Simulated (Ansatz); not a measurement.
```xyz
8

F    -0.1238   -0.2638    2.5307
Sn   -0.3132    0.6405    0.8577
Si    0.4176   -0.8675   -1.0844
Cl   -2.5333    1.2768    0.8125
Cl    0.9355    2.5665    1.1168
H     0.2221   -0.0838   -2.3252
H    -0.4474   -2.0683   -1.0478
H     1.8425   -1.2004   -0.8602
```

Charge 0, multiplicity 1. Sn: def2 effective core potential.

(1) List the CAM-B3LYP/def2-TZVPP orbital energies in eV (Ansatz 0.2.0). (An estimate is asked.)

## Answers

(1) Computed: Occupied: -2764.50, -2764.50, -1802.40, -672.69, -259.26, -259.26, -198.31, -198.31, -198.17, -198.17, -198.16, -198.16, -147.00, -142.57, -102.36, -102.29, -102.29, -97.49, -97.47, -97.41, -33.85, -31.76, -31.61, -31.54, -31.54, -30.92, -24.67, -24.20, -18.32, -16.05, -13.32, -13.22, -13.06, -12.62, -12.57, -11.89, -11.49, -11.00, -10.79, -10.62, -10.13. Lowest empty: -1.10, -0.13, 0.00, 1.21, 1.66, 1.85, 1.99, 3.38.
